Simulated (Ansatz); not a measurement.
`CC[SiH](N)F` → `CC` + `N[Si]F` at 500 K and 1 bar (silylene formation by 1,1-elimination).

Gas-phase electronic energies from Ansatz, PBE0-D4/def2-TZVP geometries. CCSD(T)/CBS is the MP2 limit (def2-TZVPP, def2-QZVPP) plus CCSD(T) − MP2 in def2-TZVPP, frozen cores. This one scheme is used for every species. One conformer a species, not always the lowest.

| species | CCSD(T)/CBS energy (Eh) | H − E (kJ/mol) | S (J/(mol·K)) |
| --- | --- | --- | --- |
| `CC[SiH](N)F` | -524.61335 | 323.7 | 425.8 |
| `CC` | -79.71954 | 220.5 | 259.9 |
| `N[Si]F` | -444.84306 | 101.5 | 304.4 |

H − E and S are ideal-gas, rigid-rotor, harmonic terms from PBE0-D4/def2-TZVP, for one conformer and one mirror image of each species. 1 Eh = 2625.50 kJ/mol, R = 8.31446 J/(mol·K).

Question: By hand: ΔE, ΔH, ΔS and ΔG.

Answer: ΔE = (-79.71954) + (-444.84306) − (-524.61335) = 0.05075 Eh = 133.2 kJ/mol. Δ(H − E) = 220.5 + 101.5 − 323.7 = -1.7, so ΔH = 131.5 kJ/mol. ΔS = 259.9 + 304.4 − 425.8 = 138.5 J/(mol·K). ΔG = 131.5 − 500 × (138.5)/1000 = 62.2 kJ/mol.

Question: By hand: the equilibrium constant, and the temperature at which ΔG would vanish if ΔH and ΔS stayed fixed.

Answer: log₁₀ K = −ΔG/(RT ln 10) = -6.5. ΔG = 0 at ΔH/ΔS = 949 K.

The number of gas molecules changes by +1, which sets the sign of ΔS. A doubt of 5 kJ/mol in ΔE shifts log₁₀ K by 0.5 here. Other conformers and mirror images would add mixing entropy, several J/(mol·K) or more a flexible species. These are equilibria of isolated gas molecules and say nothing of rates. Largest T1 diagnostic: 0.014 (customary marks: 0.02 for closed shells, 0.045 for open ones).
